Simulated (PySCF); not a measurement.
Consider `[F][Al]([F])[F]` (AlF3). Non-hydrogen atoms are numbered in `[F:1][Al:2]([F:3])[F:4]`.

These are calculated values, ωB97X-D3(BJ)/ma-def2-TZVP in PySCF (grid level 2) at geometries from PBE0-D3(BJ)/ma-def2-SVP. Zero-point and thermal terms (298.15 K, 1 bar) come from unscaled PBE0-D3(BJ)/ma-def2-SVP harmonic frequencies, with soft modes damped to free rotors in the entropy.

Problem. What are the vertical and the adiabatic ionisation energy for forming the radical cation?

Solution. 14.93 eV vertical and 14.28 eV adiabatic, the latter with zero-point energy.

Problem. Where does the unpaired spin of the relaxed radical cation sit?

Solution. F4 (fluorine) 0.51, F3 (fluorine) 0.51 (intrinsic atomic orbital populations). This structure is symmetry-broken (see the note below).

Problem. What are the vertical and the adiabatic electron affinity for forming the radical anion?

Solution. 0.13 eV vertical and 1.01 eV adiabatic, the latter with zero-point energy.

Problem. Where does the unpaired spin of the relaxed radical anion sit?

Solution. Al2 (aluminium) 0.87 (intrinsic atomic orbital populations).

Problem. How far is −ε(HOMO) from the vertical value by ΔSCF?

Solution. −ε(HOMO) = 14.41 eV, which is 0.52 eV below the ΔSCF value.

Known limits: F1 and F4 are equivalent in the parent, but the relaxed radical cation is symmetry-broken (D3h to C2v), as a Jahn-Teller-type distortion or an artefact of the method; its spin populations, distances and adiabatic value belong to that structure.
